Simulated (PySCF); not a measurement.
A GIAO shielding run with PySCF 2.14.0 with density-fitted response routines (density fitting, non-relativistic, gas phase) on `C1[SiH](CC)CC=C1`, C6H12Si:

```
$ OMP_NUM_THREADS=1 python probes_run.py task.json out

{"job": {"kind": "nmr", "xc": "PBE0", "basis": "pcSseg-1"}, "charge": 0, "multiplicity": 1}
C     -2.750362     0.448836     0.041851
C     -1.614982    -0.237530    -0.708817
Si    -0.109616    -0.598764     0.400740
C      1.387095    -1.284189    -0.567025
C      2.444648    -0.236625    -0.391367
C      2.178227     0.832713     0.337027
C      0.824565     0.968400     0.968093
H     -2.417351     1.394580     0.462943
H     -3.101188    -0.178881     0.857303
H     -3.591131     0.648777    -0.620748
H     -1.986986    -1.170477    -1.134383
H     -1.315944     0.389444    -1.550983
H     -0.491461    -1.455822     1.535786
H      1.193512    -1.443439    -1.629155
H      1.746407    -2.236806    -0.175951
H      3.402961    -0.387568    -0.868456
H      2.902337     1.619199     0.497944
H      0.358433     1.902909     0.650635
H      0.931032     1.034496     2.051906
```

Hardware: 1 thread of an Arm Neoverse V1, shared host. The job also computes population analyses, field gradients, ring-centre shieldings.

Question: How large is the calculation?

Answer: 62 electrons, 186 basis functions and 983 auxiliary functions.

Question: How long does it take, and how much memory does it need?

Answer: 26 s of wall time, with 12 SCF cycles and 4 response iterations; peak memory 0.84 GiB. Times on a shared host scatter by some tens of per cent.
